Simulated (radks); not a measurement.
Problem. Species: Pd. Configuration: [Kr] 4d10. Method: non-relativistic Kohn-Sham, r2SCAN, spin-polarised, spherical densities, point nucleus; meta-GGA in the generalised Kohn-Sham scheme; relativity is left out, which matters for an element this heavy; computed with a radial shooting solver on a logarithmic mesh with Libxc functionals. Some entries of the table are withheld. Estimate them.

| orbital | occ. | eigenvalue (eV) | <1/r> (bohr^-1) | <r^2> (bohr^2) |
|---|---|---|---|---|
| 1s | 2 | -23479.84 | 45.47 | 0.001467 |
| 2s | 2 | -3372.694 | 10.34 | (1) |
| 2p | 6 | -3129.412 | (2) | 0.01840 |
| 3s | 2 | (3) | 3.671 | (4) |
| 3p | 6 | -512.1869 | 3.579 | 0.1707 |
| 3d | 10 | -332.5765 | 3.415 | (5) |
| 4s | 2 | -80.8095 | (6) | 1.092 |
| 4p | 6 | -50.6283 | 1.269 | 1.295 |
| 4d | 10 | -4.0985 | 0.8930 | 3.106 |
| 5s | 0 | -2.4195 | 0.3469 | 16.19 |

Solution. 
(1) 2s <r^2> (bohr^2): 0.02428
(2) 2p <1/r> (bohr^-1): 10.33
(3) 3s eigenvalue (eV): -609.9811
(4) 3s <r^2> (bohr^2): 0.1745
(5) 3d <r^2> (bohr^2): 0.1522
(6) 4s <1/r> (bohr^-1): 1.388
